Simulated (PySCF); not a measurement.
A calculated (M06-L, PySCF 2.14, 6-31G*, no relativity, point nucleus) atom or ion has these occupied shells.

```json
{"shell": "1s α", "electrons": "1", "orbital energy (eV)": "-6954.4", "rms radius, mean of both spins (bohr)": "0.0685"}
{"shell": "1s β", "electrons": "1", "orbital energy (eV)": "-6954.4", "rms radius, mean of both spins (bohr)": "0.0685"}
{"shell": "2s α", "electrons": "1", "orbital energy (eV)": "-816.83", "rms radius, mean of both spins (bohr)": "0.292"}
{"shell": "2s β", "electrons": "1", "orbital energy (eV)": "-814.24", "rms radius, mean of both spins (bohr)": "0.292"}
{"shell": "2p α", "electrons": "3", "orbital energy (eV)": "-701.86", "rms radius, mean of both spins (bohr)": "0.262"}
{"shell": "2p β", "electrons": "3", "orbital energy (eV)": "-699.99", "rms radius, mean of both spins (bohr)": "0.262"}
{"shell": "3s α", "electrons": "1", "orbital energy (eV)": "-97.040", "rms radius, mean of both spins (bohr)": "0.880"}
{"shell": "3s β", "electrons": "1", "orbital energy (eV)": "-90.439", "rms radius, mean of both spins (bohr)": "0.880"}
{"shell": "3p α", "electrons": "3", "orbital energy (eV)": "-62.771", "rms radius, mean of both spins (bohr)": "0.939"}
{"shell": "3p β", "electrons": "3", "orbital energy (eV)": "-56.463", "rms radius, mean of both spins (bohr)": "0.939"}
{"shell": "3d α", "electrons": "5", "orbital energy (eV)": "-7.928", "rms radius, mean of both spins (bohr)": "1.19"}
{"shell": "4s α", "electrons": "1", "orbital energy (eV)": "-5.336", "rms radius, mean of both spins (bohr)": "3.40"}
{"shell": "4s β", "electrons": "1", "orbital energy (eV)": "-4.515", "rms radius, mean of both spins (bohr)": "3.40"}
{"shell": "3d β", "electrons": "1", "orbital energy (eV)": "-3.682", "rms radius, mean of both spins (bohr)": "1.19"}
```

**Question.** Name the element and its charge.

**Answer.** Fe (iron, neutral), in [Ar] 3d6 4s2, high-spin 5D determinant.
